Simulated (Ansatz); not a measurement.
Consider the ligand exchange at a Ge–O bond: `[F][Ge]([F])([F])[O][SiH3]` + NH₃ → `[NH2][Ge]([F])([F])[F]` + `O[SiH3]`.

Isolated molecules relaxed with PBE0-D4/def2-TZVP in Ansatz; ΔE leaves out vibrations. CCSD(T)/CBS adds triple-zeta CCSD(T) − MP2 to the extrapolated MP2 energy (def2 sets, frozen cores). This one scheme is used for every species. Functionals use def2-TZVPP. B3LYP here is the variant with VWN-RPA as its local correlation; programs differ in this. HSE06 is defined as in plane-wave codes. For Ge outer-core shells are correlated without core-valence functions, which leaves a few kJ/mol of doubt a bond. Scalar relativity is left out up to krypton. Each species was taken in one conformer, which may not be the lowest.

Task: Is it downhill or uphill in electronic energy at CCSD(T)/CBS, and by how much? (An estimate is asked.)

Result: The calculation gave: Uphill: ΔE = +25.1 kJ/mol.

Task: What do these levels give: B3LYP-D4, HSE06-D4, CAM-B3LYP, CCSD/def2-SVP, HF/def2-TZVPP, CCSD/CBS(def2)? (Best estimate.)

Result: Computed: B3LYP-D4 25.1, HSE06-D4 20.6, CAM-B3LYP 21.5, CCSD/def2-SVP 31.6, HF/def2-TZVPP 32.0, CCSD/CBS(def2) 25.3 kJ/mol.

Largest T1 diagnostic among the species: 0.012.

Leaving LDA and LC-ωPBE aside and taking each functional with its dispersion term where it has one, the values, not all of them listed here, spread over 10.9 kJ/mol, from PBE-D4 to BHLYP-D4. LDA lies −4.3 kJ/mol from PBE without D4. In def2-TZVPP, CCSD(T) changes the Hartree–Fock value by −4.3 kJ/mol (the triples alone add −0.2 kJ/mol) and MP2 by −5.5 kJ/mol. At CCSD(T), def2-SVP lies +6.9 kJ/mol from the extrapolated value and def2-TZVPP +2.6 kJ/mol.
